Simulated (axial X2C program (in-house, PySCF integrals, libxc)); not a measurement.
Density and ELF of RhSi⁺

Calculated with an in-house relativistic program for diatomic molecules. Two-component (2c) means X2C with spin–orbit coupling and atomic mean-field two-electron Coulomb and Gaunt terms. Basis: Rh dyall-cv3z [12s12p8d5f3g], Si dyall-v3z [8s7p2d1f] (cores contracted in-house); Gaussian nuclei, density fitting, unrestricted open shells. Masses: Rh 102.906 u, Si 27.977 u.

PBE0, two-component, state Ω = 0 (closed shell); Rh at z = 0, Si at z = 2.019 Å.

The maps cover the half plane through the axis: z from -2.4 to 4.2 Å along the bond, ρ from 0.15 to 2.25 Å away from it (steps of 0.3 Å, the bottom row nearest the axis).

log10 of the density in e/bohr³:

digits 0 to 9 span -5.23 to 1.74 evenly
```
00011222222222222222110
00112233333333333332211
01123334444444444333221
11233444444444444443322
12234455555555555544332
12334566666555555554432
22345567776666676554433
22345678987666887555433
```

Electron localisation function (collinear form, no current term, damped to 0 at low density):

digits 0 to 9 span 0.00 to 1.00 evenly
```
00000000000000000000000
00000000000012233321000
00000000000134556664200
00000001111256678888620
00000012222367678999861
00000135653465214999983
00001367675451240499985
00012471616541866199996
```

Occupations by symmetry block were frozen at the best pattern of an incomplete PBE0 search.
